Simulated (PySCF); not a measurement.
ethylene (C2H4), singlet, at a GFN2-xTB geometry.

Here is a job for PySCF.
```python
from pyscf import gto, scf, mp

mol = gto.M(
    atom='''
C    -0.01328681   -0.00656652    0.65800535
C     0.01328681    0.00656652   -0.65800535
H    -0.02089650    0.90169144    1.23822259
H    -0.02873771   -0.92622134    1.21982272
H     0.02873771    0.92622134   -1.21982272
H     0.02089650   -0.90169144   -1.23822259
''',
    basis='def2-sv(p)',
    verbose=4,
)

mf = scf.RHF(mol)
mf.kernel()

pt = mp.MP2(mf, frozen=2)
pt.kernel()
print('E(MP2) = %.10f' % pt.e_tot)
```

Problem. Give the total energy at the level MP2/def2-SV(P) in PySCF.

Solution. -78.2111 Eh

Problem. What SCF-reference HOMO-LUMO gap does MP2/def2-SV(P) give?

Solution. 15.00 eV

Problem. Estimate the MP2 correlation energy that MP2/def2-SV(P) returns for this input.

Solution. -0.2455 Eh

Problem. Estimate the SCF-reference HOMO energy that MP2/def2-SV(P) returns for this input.

Solution. -10.39 eV
